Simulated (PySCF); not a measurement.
Computed shifts of a molecule CH₆FNOSi₂, PBE/pcSseg-1 run with PySCF, GIAO, gas phase, atoms alike by connectivity averaged where their shifts nearly agree, in ppm (number of nuclei): ¹⁹F: -138.8 (1). ²⁹Si: -24.4 (1), -27.3 (1). ¹⁵N: 39.5 (1). ¹³C: 59.4 (1). ¹H: 5.52 (2), 5.50 (1), 4.75 (1), 4.63 (1), 1.43 (1). References: ¹⁹F against CFCl3 (σ = 133.6 ppm); ²⁹Si against TMS (σ = 335.4 ppm); ¹⁵N against NH3 (σ = 267.0 ppm); ¹³C against TMS (σ = 182.0 ppm); ¹⁷O against H2O (σ = 334.3 ppm); ¹H against TMS (σ = 31.49 ppm), references at their B3LYP-D3(BJ)/def2-TZVP geometries, non-relativistic. Coordinates come from a PBE-D3(BJ)/def2-SVP optimisation. Other conformers were not sampled.

Task: Which molecule gave these data?
A) O[Si@@H](F)/N=C/[SiH3]
B) O[Si@]1(F)CN[SiH2]1
C) F[Si@H]1N[SiH2]CO1
D) O[Si@@H]1CN[Si@H]1F

Result: C, F[Si@H]1N[SiH2]CO1
